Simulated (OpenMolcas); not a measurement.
Ions of charge +3 along the 3d row with 6 fluoride ligands in octahedral coordination

| Item | Value |
| --- | --- |
| Program | OpenMolcas |
| Method | SS-CASPT2, IPEA 0.25 Eh, imaginary shift 0.1 Eh |
| Spin-orbit coupling | state interaction with AMFI integrals over the reference wave functions |

The d shell is active; CASPT2 correlates the ligand valence shells and the outer metal core. Anionic complexes are neutralised by point charges behind the ligands. Distances were set from a Shannon-type radius of the metal (high-spin where two are listed) plus a fixed donor radius (F 1.31 Å). Ligand basis ANO-RCC-VTZP, DKH2 Hamiltonian. States (labels of O, the rotations of Oh). Energies in cm-1 above the lowest state or level, χT in cm3 K/mol; under a threefold ground state the first gap can be a small split of the lowest multiplet, not the spin-orbit step; 10Dq is the gap between the two states. Spin-only χT is S(S+1) / 2 for the spin of the ground state.

| Ion | Shell | R (Å) | Metal basis | Outer charge (e at Å behind ligand) | Ground state | First state of that spin | 10Dq | First gap with spin-orbit (degeneracies) | χT at 300 K | First state of another spin | Spin-only χT |
| --- | --- | --- | --- | --- | --- | --- | --- | --- | --- | --- | --- |
| Ti3+ | 3d1 | 1.98 | ANO-RCC-VTZP | 0.5 at 2.6 | 2T2 | 2E 15500 | 15497 | 220 (4, 2) | 0.447 |  | 0.375 |
| Cr3+ | 3d3 | 1.93 | ANO-RCC-VTZP | 0.5 at 2.4 | 4A2 | 4T2 14490 |  | 14350 (4, 4) | 1.831 | 2E 14950 | 1.875 |
| Mn3+ | 3d4 | 1.96 | ANO-RCC-VTZP | 0.5 at 2.4 | 5E | 5T2 12880 |  | 12 (1, 3) | 2.946 | 3T1 9730 | 3.000 |
| Fe3+ | 3d5 | 1.96 | ANO-RCC-VTZP | 0.5 at 3.2 | 6A1 |  |  | 20300 (6, 2) | 4.384 | 4T1 20460 | 4.375 |
| Co3+ | 3d6 | 1.92 | ANO-RCC-VTZP | 0.5 at 2.8 | 5T2 | 5E 12300 |  | 260 (3, 2) | 4.153 | 1A1 7020 | 3.000 |
| Ni3+ | 3d7 | 1.91 | ANO-RCC-VTZP | 0.5 at 3.2 | 4T1 | 4T2 12430 |  | 480 (2, 4) | 3.341 | 2E 4730 | 1.875 |

The rows also differ in their outer charges, so part of each step comes from that.

Every ion keeps the highest spin of its shell. χT departs most from the spin-only value for Ni3+, by +1.466 cm3 K/mol.

Roots that are degenerate in the reference are averaged as groups; the widest CASPT2 spread within a group is 600 cm-1 (the 3-fold group of multiplicity 2 near 29800 cm-1 above the lowest state of its run, Cr3+). Shifts and gaps below about the spread of the groups concerned are not significant. Over all roots computed the reference weight is 0.71 in Ti3+, 0.70 to 0.71 in Cr3+, 0.68 to 0.71 in Mn3+, 0.68 to 0.71 in Fe3+, 0.66 to 0.71 in Co3+, 0.65 to 0.71 in Ni3+; the roots of lowest weight are the least certain, and an intruder state may touch them. Ligand-to-metal charge-transfer states are missing. With one d shell and no ligand orbital active, 10Dq can be off by a tenth or more. An orbital triplet at a regular site is open to Jahn-Teller coupling, which can distort the site and quench the lowest spin-orbit gaps and is left out (holds for Ti3+; Co3+; Ni3+). With no ligand orbital active B as a rule stays too high, so bands that hang on it stand too high and its fall with covalency is understated (holds for Cr3+; Mn3+; Fe3+; Co3+; Ni3+). An orbital doublet at a regular site is open to a Jahn-Teller distortion, which this geometry leaves out (holds for Mn3+). This shell can be high or low spin here, a state of another spin lies low, and with metal d orbitals alone active their balance is uncertain, so the ground spin may be wrong (holds for Mn3+; Co3+; Ni3+). These CASPT2 states fit no ligand-field parameters well, so their order and spin gaps are uncertain (holds for Mn3+; Fe3+; Co3+; Ni3+). Free-ion shares, where given, are those of the reference states; single-state CASPT2 does not remix them (holds for Mn3+; Fe3+; Co3+; Ni3+). A single d shell leaves out the double-shell effect, which counts most for late 3d ions, where the CASPT2 field can be off either way by tens of per cent (holds for Co3+; Ni3+). No measured value stands beside these numbers; the geometry was imposed, not optimised, and the real ion may take another.
